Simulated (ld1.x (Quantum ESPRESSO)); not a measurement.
An all-electron radial function and its pseudo partner (Cl (Z = 17))

Columns: radius, all-electron u(r) and pseudo u(r) of the 3p shell (level -8.56 eV) of chlorine in the configuration [Ne] 3s2 3p5; PBEsol, scalar-relativistic, TM scheme, ld1.x (Quantum ESPRESSO) 7.5.

```json
{"r (bohr)": "0.055", "all-electron": "0.0848", "pseudo": "-0.0048"}
{"r (bohr)": "0.110", "all-electron": "0.2164", "pseudo": "-0.0189"}
{"r (bohr)": "0.165", "all-electron": "0.3134", "pseudo": "-0.0413"}
{"r (bohr)": "0.220", "all-electron": "0.3576", "pseudo": "-0.0706"}
{"r (bohr)": "0.275", "all-electron": "0.3530", "pseudo": "-0.1048"}
{"r (bohr)": "0.330", "all-electron": "0.3105", "pseudo": "-0.1419"}
{"r (bohr)": "0.385", "all-electron": "0.2414", "pseudo": "-0.1800"}
{"r (bohr)": "0.440", "all-electron": "0.1558", "pseudo": "-0.2178"}
{"r (bohr)": "0.495", "all-electron": "0.0613", "pseudo": "-0.2546"}
{"r (bohr)": "0.550", "all-electron": "-0.0362", "pseudo": "-0.2904"}
{"r (bohr)": "0.605", "all-electron": "-0.1323", "pseudo": "-0.3260"}
{"r (bohr)": "0.660", "all-electron": "-0.2242", "pseudo": "-0.3624"}
{"r (bohr)": "0.715", "all-electron": "-0.3101", "pseudo": "-0.4009"}
{"r (bohr)": "0.770", "all-electron": "-0.3886", "pseudo": "-0.4424"}
{"r (bohr)": "0.825", "all-electron": "-0.4595", "pseudo": "-0.4870"}
{"r (bohr)": "0.880", "all-electron": "-0.5223", "pseudo": "-0.5337"}
{"r (bohr)": "0.935", "all-electron": "-0.5773", "pseudo": "-0.5806"}
{"r (bohr)": "0.990", "all-electron": "-0.6244", "pseudo": "-0.6250"}
{"r (bohr)": "1.045", "all-electron": "-0.6641", "pseudo": "-0.6641"}
{"r (bohr)": "1.100", "all-electron": "-0.6968", "pseudo": "-0.6968"}
{"r (bohr)": "1.155", "all-electron": "-0.7229", "pseudo": "-0.7229"}
{"r (bohr)": "1.210", "all-electron": "-0.7431", "pseudo": "-0.7431"}
{"r (bohr)": "1.265", "all-electron": "-0.7578", "pseudo": "-0.7578"}
{"r (bohr)": "1.320", "all-electron": "-0.7678", "pseudo": "-0.7678"}
{"r (bohr)": "1.375", "all-electron": "-0.7734", "pseudo": "-0.7734"}
{"r (bohr)": "1.430", "all-electron": "-0.7751", "pseudo": "-0.7751"}
```

Task: How many radial nodes do the two functions have?

Result: The all-electron 3p function has n − l − 1 = 1; the pseudo-wave has 0, since the states of the same l below it are removed with the core.

Task: At about which radius was the pseudo-wave matched?

Result: 1.10 bohr. The columns agree to 0.0005 from 1.04 bohr on; several derivatives are matched, so the curves merge somewhat inside the radius.

Task: Is the pseudo-wave norm-conserving?

Result: Yes: the TM scheme keeps the norm inside the radius equal to the all-electron one, which fixes the energy derivative of the logarithmic derivative at the level.
